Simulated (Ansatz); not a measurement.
Ge₄O₁₀H₄⁻. The state is a doublet with charge -1. Geometry PBE-D4/def2-SVP, that of the neutral singlet; atoms count from 1.

```xyz
18

Ge   -1.259    1.959    1.566
Ge    0.358    0.238   -1.738
Ge   -0.066   -0.338    1.322
Ge    2.192   -1.572   -0.671
O     3.518   -2.321   -0.061
O    -0.063   -2.182    1.292
O    -0.995   -1.008   -1.506
O    -1.622    0.359    0.687
O     1.235   -0.063    0.071
O     0.029    0.951    2.541
O     0.023    1.856   -1.936
O     1.624   -0.963   -2.272
O    -0.625    3.096    0.407
O     0.355   -2.581   -0.054
H    -0.329    2.663   -0.467
H    -1.715   -0.542   -1.009
H    -2.303    2.554    2.518
H    -0.358   -2.105   -0.691
```

The structure holds one bond between oxygen atoms, so isomers without such links may lie far lower. The highest occupied level of the charge -1 doublet lies above zero (up to 0.09 eV). By energy differences its removal costs 1.65 eV (vertical, to the charge 0 singlet, at PBE0-D4/def2-SVP); self-interaction error and the lack of diffuse functions both raise the level. The structure comes from a short search, and lower isomers may exist.

Estimate the Mulliken populations from the PBE0/def2-SVP orbitals of Ansatz.


```
atom  charge (e)  spin (α − β)
 Ge1        0.85          0.06
 Ge2        1.00          0.01
 Ge3        0.88          0.48
 Ge4        0.99          0.02
  O5       -0.51          0.00
  O6       -0.33          0.14
  O7       -0.51          0.00
  O8       -0.69          0.01
  O9       -0.73          0.00
 O10       -0.59          0.04
 O11       -0.59          0.00
 O12       -0.62          0.00
 O13       -0.49          0.01
 O14       -0.32          0.18
 H15        0.25          0.00
 H16        0.23          0.00
 H17       -0.09          0.02
 H18        0.27          0.00
```
Mulliken values and Mayer orders depend strongly on the basis.

Where does the spin sit?

Summed by element: Ge 0.58, O 0.40, H 0.02, of 1 unpaired in all. Largest on single atoms: Ge3 0.48, O14 0.18, O6 0.14.

And the Mayer bond orders between bonded heavy atoms (over 0.3)?

Ge1–O8 0.83 (1.86 Å); Ge1–O10 0.89 (1.90 Å); Ge1–O13 1.18 (1.74 Å); Ge2–O7 0.80 (1.85 Å); Ge2–O9 0.47 (2.03 Å); Ge2–O11 1.73 (1.66 Å); Ge2–O12 0.89 (1.82 Å); Ge3–O6 0.90 (1.84 Å); Ge3–O8 0.78 (1.82 Å); Ge3–O9 0.67 (1.83 Å); Ge3–O10 0.92 (1.78 Å); Ge4–O5 1.96 (1.64 Å); Ge4–O9 0.57 (1.94 Å); Ge4–O12 0.91 (1.80 Å); Ge4–O14 0.45 (2.19 Å); O6–O14 0.66 (1.46 Å).
